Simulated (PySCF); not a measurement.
C3H9Sb, charge -1, doublet, at the geometry of the source list (a state made from the parent by changing its charge; the spin is typed, not shown lowest) (all electrons, no relativity) (in this run its highest filled SCF level lies above zero, so its values depend strongly on the basis, on diffuse functions most of all); PySCF with WB97X/STO-3G.

PySCF was given this input:
```python
from pyscf import gto, scf, dft

mol = gto.Mole()
mol.atom = '''
    Sb   -0.00200000    0.01770000    1.22880000
    C     0.18730000   -1.81640000    0.08130000
    H     0.84370000   -2.51580000    0.59200000
    H     0.59880000   -1.58780000   -0.89860000
    H    -0.79230000   -2.27250000   -0.03440000
    C     1.46900000    1.08240000    0.04220000
    H     2.46560000    0.71800000    0.26500000
    H     1.42780000    2.14210000    0.26600000
    H     1.25900000    0.93180000   -1.01090000
    C    -1.65400000    0.73500000    0.01980000
    H    -2.56070000    0.20220000    0.28500000
    H    -1.43260000    0.56960000   -1.02890000
    H    -1.80950000    1.79370000    0.19270000
'''
mol.basis = 'sto-3g'
mol.charge = -1
mol.spin = 1
mol.verbose = 4
mol.build()

mf = dft.UKS(mol)
mf.xc = 'wb97x'
mf.kernel()
```

The log (banner, timings and long lists left out):

```
PySCF version 2.14.0

[INPUT] verbose = 4
[INPUT] num. atoms = 13
[INPUT] num. electrons = 79
[INPUT] charge = -1
[INPUT] spin (= nelec alpha-beta = 2S) = 1
[INPUT] symmetry False subgroup None
[INPUT] Mole.unit = angstrom
[INPUT] Symbol           X                Y                Z      unit          X                Y                Z       unit  Magmom
[INPUT]  1 Sb    -0.002000000000   0.017700000000   1.228800000000 AA   -0.003779452249   0.033448152405   2.322095461866 Bohr   0.0
[INPUT]  2 C      0.187300000000  -1.816400000000   0.081300000000 AA    0.353945703131  -3.432498532660   0.153634733927 Bohr   0.0
[INPUT]  3 H      0.843700000000  -2.515800000000   0.592000000000 AA    1.594361931296  -4.754172984181   1.118717865743 Bohr   0.0
[INPUT]  4 H      0.598800000000  -1.587800000000  -0.898600000000 AA    1.131568003390  -3.000507140584  -1.698107895534 Bohr   0.0
[INPUT]  5 H     -0.792300000000  -2.272500000000  -0.034400000000 AA   -1.497230008493  -4.294402618074  -0.065006578685 Bohr   0.0
[INPUT]  6 C      1.469000000000   1.082400000000   0.042200000000 AA    2.776007676986   2.045439557229   0.079746442457 Bohr   0.0
[INPUT]  7 H      2.465600000000   0.718000000000   0.265000000000 AA    4.659308732728   1.356823357438   0.500777423010 Bohr   0.0
[INPUT]  8 H      1.427800000000   2.142100000000   0.266000000000 AA    2.698150960654   4.047982331431   0.502667149134 Bohr   0.0
[INPUT]  9 H      1.259000000000   0.931800000000  -1.010900000000 AA    2.379165190827   1.760846802870  -1.910324139323 Bohr   0.0
[INPUT] 10 C     -1.654000000000   0.735000000000   0.019800000000 AA   -3.125607010031   1.388948701555   0.037416577266 Bohr   0.0
[INPUT] 11 H     -2.560700000000   0.202200000000   0.285000000000 AA   -4.839021687174   0.382102622387   0.538571945501 Bohr   0.0
[INPUT] 12 H     -1.432600000000   0.569600000000  -1.028900000000 AA   -2.707221646052   1.076388000552  -1.944339209565 Bohr   0.0
[INPUT] 13 H     -1.809500000000   1.793700000000   0.192700000000 AA   -3.419459422400   3.389601749632   0.364150224204 Bohr   0.0

nuclear repulsion = 379.941114643672
number of shells = 29
number of NR pGTOs = 153
number of NR cGTOs = 51
basis = sto-3g
ecp = {}

******** <class 'pyscf.dft.uks.UKS'> ********
method = UKS
initial guess = minao
damping factor = 0
level_shift factor = 0
DIIS = <class 'pyscf.scf.diis.CDIIS'>
diis_start_cycle = 1
diis_space = 8
diis_damp = 0
SCF conv_tol = 1e-09
SCF conv_tol_grad = None
SCF max_cycles = 50
direct_scf = True
direct_scf_tol = 1e-13
number electrons alpha = 40  beta = 39
XC library pyscf.dft.libxc version 7.1.2
    S. Lehtola, C. Steigemann, M. J. T. Oliveira, and M. A. L. Marques,  SoftwareX 7, 1–5 (2018)
XC functionals = wb97x
    J.-D. Chai and M. Head-Gordon,  J. Chem. Phys. 128, 084106 (2008)
radial grids:
    Treutler-Ahlrichs [JCP 102, 346 (1995); DOI:10.1063/1.469408] (M4) radial grids

becke partition: Becke, JCP 88, 2547 (1988); DOI:10.1063/1.454033
pruning grids: <function nwchem_prune>
grids dens level: 3
symmetrized grids: False
atomic radii adjust function: <function treutler_atomic_radii_adjust>
small_rho_cutoff = 0
Set gradient conv threshold to 3.16228e-05
tot grids = 152584
init E= -6353.79687029812

cycle= 1 E= -6371.50488539745  delta_E= -17.7  |g|= 0.403  |ddm|=  3.3
cycle= 2 E= -6371.66626044034  delta_E= -0.161  |g|= 0.0798  |ddm|= 0.933
cycle= 3 E= -6371.67031057927  delta_E= -0.00405  |g|= 0.0356  |ddm|= 0.206
cycle= 4 E= -6371.67113789875  delta_E= -0.000827  |g|= 0.00458  |ddm|= 0.0577
cycle= 5 E= -6371.67116758758  delta_E= -2.97e-05  |g|= 0.00212  |ddm|= 0.0195
cycle= 6 E= -6371.6711730259  delta_E= -5.44e-06  |g|= 0.000651  |ddm|= 0.00614
cycle= 7 E= -6371.67117449796  delta_E= -1.47e-06  |g|= 0.000324  |ddm|= 0.00529
cycle= 8 E= -6371.67117494228  delta_E= -4.44e-07  |g|= 0.000149  |ddm|= 0.00344
cycle= 9 E= -6371.67117502984  delta_E= -8.76e-08  |g|= 5.68e-05  |ddm|= 0.00165
cycle= 10 E= -6371.67117505316  delta_E= -2.33e-08  |g|= 2.96e-05  |ddm|= 0.00101
cycle= 11 E= -6371.67117506271  delta_E= -9.55e-09  |g|= 2.68e-05  |ddm|= 0.000558
cycle= 12 E= -6371.6711750708  delta_E= -8.09e-09  |g|= 2.64e-05  |ddm|= 0.000485
cycle= 13 E= -6371.67117509021  delta_E= -1.94e-08  |g|= 2.55e-05  |ddm|= 0.0012
cycle= 14 E= -6371.67117513933  delta_E= -4.91e-08  |g|= 2.33e-05  |ddm|= 0.0033
cycle= 15 E= -6371.67117525921  delta_E= -1.2e-07  |g|= 1.31e-05  |ddm|= 0.0111
cycle= 16 E= -6371.67117530343  delta_E= -4.42e-08  |g|= 6.24e-06  |ddm|= 0.00891
cycle= 17 E= -6371.67117530823  delta_E= -4.79e-09  |g|= 2.01e-06  |ddm|= 0.00405
cycle= 18 E= -6371.67117530811  delta_E= 1.14e-10  |g|= 1.46e-06  |ddm|= 0.000451
Extra cycle  E= -6371.67117530815  delta_E= -3.91e-11  |g|= 8.65e-07  |ddm|= 5.55e-06
converged SCF energy = -6371.67117530815  <S^2> = 0.75533767  2S+1 = 2.0053306
```
